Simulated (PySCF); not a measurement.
## LaF3(NH3) at several levels of theory

Computed with PySCF 2.14.0 (density fitting, no spin-orbit coupling) at the geometry relaxed with PBE0:

```xyz
8
LaF3(NH3) (singlet)
La    0.1175   -0.1175    0.1175
F     1.2052    1.4012    1.2052
F    -1.4012   -1.2052    1.2052
F     1.2052   -1.2052   -1.4012
N    -1.4556    1.4556   -1.4556
H    -2.0697    2.0697   -0.9169
H    -0.9169    2.0697   -2.0697
H    -2.0697    0.9169   -2.0697
```

| level | basis | state | HOMO (eV) | gap (eV) | charge on La1 (e) | population of f-type functions on La1 (core shells left out) | dipole about the centre of mass (D) | largest force component (eV/Å) |
| --- | --- | --- | --- | --- | --- | --- | --- | --- |
| PBE0 | La def2-SVP with ECP46, F def2-SVP, N def2-SVP, H def2-SVP | singlet | -8.93 | 7.90 | 1.21 | 0.21 | 6.80 | 0.01 |
| PBE0 | La def2-TZVP with ECP46, F def2-TZVP, N def2-TZVP, H def2-TZVP | singlet | -9.23 | 8.10 | 1.54 | 0.20 | 6.73 | 0.24 |

Charges are Mulliken's, which hang on the basis. The relaxation used the grid (50, 194), these runs (75, 302) or, all-electron (x2c bases, spin-free X2C Hamiltonian), (99, 590).

Q: A further run in the first row's basis gives HOMO (eV) -11.34, gap (eV) 12.10, charge on La1 (e) 1.23, population of f-type functions on La1 (core shells left out) 0.22, dipole about the centre of mass (D) 6.81, largest force component (eV/Å) 0.08. Which level was it?
A. wB97X
B. revPBE

A: A. The others give HOMO -6.97 eV (revPBE).

In the first row's basis the gap widens with exact exchange: 5.3 eV for revPBE (none); 7.9 eV for PBE0 (a fixed share); 12.1 eV for wB97X (rising or full at long range).
